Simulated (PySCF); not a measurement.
## Assignment exercise: C5H8ClPSi2

Mapped SMILES: `[SiH3:1][c:2]1[cH:3][p:4][c:5]([Cl:6])[cH:7][c:8]1[SiH3:9]`. Hydrogens are named by the atom that carries them.

Theoretical values (PySCF 2.14.0 with density-fitted response routines): geometry: GFN2-xTB, shieldings: GIAO PBE0/pcSseg-1. One computed conformer, equivalent nuclei averaged, no relativistic terms, gas phase.

Chemical shifts δ = σref − σ; $^{13}$C and $^{1}$H vs TMS, all at this level.

**Question.** Assign these signals to the numbered atoms. $^{13}$C{$^{1}$H} NMR (computed): δ 184.9, 174.7, 147.1, 146.5, 146.1.

**Answer.** 
184.9 → C5, aromatic carbon bearing chlorine
174.7 → C3, aromatic CH
147.1 → C8, substituted aromatic carbon
146.5 → C2, substituted aromatic carbon
146.1 → C7, aromatic CH

C8 and C2; C2 and C7 lie closer than the usual error of such a calculation, so a measured spectrum could show them in the other order.

**Question.** Assign these signals to the numbered atoms. $^{1}$H NMR (500 MHz, computed): δ 9.33 (m, 1H), 8.34 (m, 1H), 4.70 (s, 3H), 4.70 (s, 3H).

**Answer.** 
9.33 → H(C3), hydrogen on an aromatic CH: the ring current deshields protons in the ring plane
8.34 → H(C7), hydrogen on an aromatic CH
4.70 → H(Si1), hydrogen on a silicon bonded to C
4.70 → H(Si9), hydrogen on a silicon bonded to C

H(Si1) and H(Si9) lie closer than the usual error of such a calculation, so a measured spectrum could show them in the other order.

Carbons that carry Cl, above all several Cl atoms, come out too deshielded, partly because spin–orbit coupling is missing. Splittings by $^{31}$P in the carbon and heteronuclear signals aren't shown, as no couplings were computed. Shifts are as computed. Against solution values, carbons near 30 ppm lie about +3 ppm off and those near 130 ppm about +5 ppm; carbons on Cl a further +6 ppm. Of 1211 compounds with measured shifts, 218 miss one by over three times the rms of a fit or turn the order of signals round; such compounds aren't used in these exercises. Multiplicities follow the n + 1 count of equivalent neighbours, as no J values were calculated; m marks all less simple cases, F and P coupling included.
